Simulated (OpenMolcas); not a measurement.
Cu5+, Ag5+, Au5+: d⁶ down the group

| Quantity | Value |
| --- | --- |
| Program | OpenMolcas 26.06 |
| Method | CASSCF |
| Basis | ANO-RCC-VQZP |
| Scalar Hamiltonian | DKH2, point nucleus |
| Spin-orbit coupling | state interaction with AMFI integrals over the reference wave functions, term energies averaged over their components |

Active space for each ion: 6 electrons in 5 orbitals (d).

Computed levels in cm-1 above ⁵D₄:

| Level | Cu5+ | Ag5+ | Au5+ |
| --- | --- | --- | --- |
| ⁵D₃ | 1122 | 2520 | 9200 |
| ⁵D₁ | 2379 | 4808 | 13401 |
| ⁵D₀ | 2618 | 5244 | 13628 |
| ³H₆ | 32906 | 24363 | 26399 |
| ³H₅ | 33439 | 24944 | 26400 |
| ³F₃(1) | 38177 | 28485 | 31719 |
| ³F₂(1) | 38681 | 29588 | 32922 |
| ³P₁(1) | 38985 | 32503 | 51915 |
| ³G₅ | 41535 | 31668 | 41816 |
| weight of ⁵D in the lowest level (%) | 100 | 98 | 80 |

Mixed levels, with the weight of the term that names them: Au5+ ³H₅ (52 %), Au5+ ³F₃(1) (50 %), Au5+ ³F₂(1) (68 %), Au5+ ³P₁(1) (70 %), Au5+ ³G₅ (52 %).

Measured, with the error of the calculation in %. Measured levels: Cu5+ from Sugar and Musgrove, J. Phys. Chem. Ref. Data 19, 527 (1990); Ag5+ from the list in Gamrath, thesis, University of Mons (2023).

```json
{"Level": "⁵D₃", "Cu5+": "1196 (-6.1)", "Ag5+": "2692 (-6.4)"}
{"Level": "⁵D₁", "Cu5+": "2490 (-4.4)", "Ag5+": "4941 (-2.7)"}
{"Level": "⁵D₀", "Cu5+": "2733 (-4.2)", "Ag5+": "5380 (-2.5)"}
{"Level": "³H₆", "Cu5+": "30418 (+8.2)", "Ag5+": "21512 (+13.3)"}
{"Level": "³H₅", "Cu5+": "31009 (+7.8)", "Ag5+": "21812 (+14.4)"}
{"Level": "³F₃(1)", "Cu5+": "33296 (+14.7)", "Ag5+": "24441 (+16.5)"}
{"Level": "³F₂(1)", "Cu5+": "33740 (+14.6)", "Ag5+": "25306 (+16.9)"}
{"Level": "³P₁(1)", "Cu5+": "32685 (+19.3)", "Ag5+": "28232 (+15.1)"}
{"Level": "³G₅", "Cu5+": "37378 (+11.1)", "Ag5+": "27958 (+13.3)"}
```

The fine-structure level ⁵D₀ changes by a factor of 5.21 from Cu5+ to Au5+.

Without spin-orbit coupling ³H lies 32354, 23144, 20986 cm-1 above ⁵D in that order; the difference to the level ³H₆, of either sign, comes from spin-orbit coupling, which also lowers the zero.

Without dynamic correlation excited terms often stand tens of per cent too high (terms of higher spin than the ground term too low), and those without a measured partner can miss by more than the paired ones. Measured partners are found by configuration, term and J. A level has none where our copy of the source lacks it or the pairing is in doubt (some pairs that miss far off the trend of their configuration count as doubtful), and it then counts in no deviation. Levels of configurations outside the active space are missing.

A number in round brackets counts repeated terms of one configuration in the order of the reference energies.
